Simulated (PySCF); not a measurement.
Working with the constants of SmF

PBE0 constants of SmF, octet, about 6.0 electrons in the 4f shell (Mulliken), real f orbitals that mix terms (basis Sm x2c-TZVPall, F x2c-TZVPall; spin-free X2C with a Gaussian nucleus; PySCF 2.14; masses 151.9197 and 18.9984 u):

| Item | Value |
| --- | --- |
| ωe | 507.3 cm⁻¹ |
| ωexe | 2.15 cm⁻¹ |
| Be | 0.23355 cm⁻¹ |
| αe | 0.00136 cm⁻¹ |
| D (centrifugal) | 1.98e-07 cm⁻¹ |
| De to Sm (4f6 6s2) + F | 5.80 eV |

Q: Give the vibrational terms G(v) and spacings up to v = 6.

A: G(v) = ωe(v+½) − ωexe(v+½)².

```
v  G(v) (cm⁻¹)  G(v) − G(v−1)  Bv (cm⁻¹)
0          253                    0.2329
1          756            503     0.2315
2         1255            499     0.2302
3         1749            494     0.2288
4         2239            490     0.2274
5         2725            486     0.2261
6         3207            482     0.2247
```

Q: How well does the Morse estimate ωe²/(4ωexe) reproduce De, and what is D0?

A: It gives 3.71 eV, 64 % of the computed De. D0 = De − G(0) = 5.80 − 0.03 = 5.77 eV.

These are scalar-relativistic numbers at best; spin–orbit coupling would shift them, the dissociation energy most. With d or f electrons several states lie close, and the lowest PBE0 determinant need not be the measured ground state.
